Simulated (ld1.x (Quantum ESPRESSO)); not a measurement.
## An odd input for ld1.x (Quantum ESPRESSO) 7.5 (Cu (Z = 29))

Command:

```bash
ld1.x < Cu.in > Cu.out
```

Input:

```
&input
   title='Cu', zed=29., rel=1, dft='PBE', iswitch=3,
   config='[Ar] 3d10 4s1 4p0',
   nld=3, rlderiv=2.15, eminld=-2.0, emaxld=5.0, deld=0.02
 /
 &inputp
   pseudotype=1, tm=.true., lloc=1,
   nlcc=.true., new_core_ps=.true.,
   file_pseudopw='Cu.pp', file_wfcaegen='ae.wfc', file_wfcncgen='nc.wfc'
 /
3
4P  2  1   0.00   0.00  0.95  0.95  0.0
3D  3  2  10.00   0.00  0.80  0.80  0.0
4S  1  0   1.00   0.00  1.95  1.95  0.0
 &test
   configts(1)='3d10 4s1 4p0'
 /
```

This is an input that runs to its end, with one change: lloc set to 1 without reordering the list of waves. The unchanged file is no sound one. The ghost test of this file was not conclusive. The 4p radius (0.95 bohr) lies inside the outermost node of the all-electron wave (0.97 bohr), which a nodeless pseudo-wave cannot match soundly.

**Question.** How does the run end?

**Answer.** The program refuses the input: "ld1_setup: mismatch between lloc and l of the wavefunction chosen for local potential".

```
Program LD1 v.7.5

 %%%%%%%%%%%%%%%%%%%%%%%%%%%%%%%%%%%%%%%%%%%%%%%%%%%%%%%%%%%%%%%%%%%%%%%%%%%%%%
     Error in routine ld1_setup (3):
     mismatch between lloc and l of the wavefunction chosen for local potential
 %%%%%%%%%%%%%%%%%%%%%%%%%%%%%%%%%%%%%%%%%%%%%%%%%%%%%%%%%%%%%%%%%%%%%%%%%%%%%%

     stopping ...
```
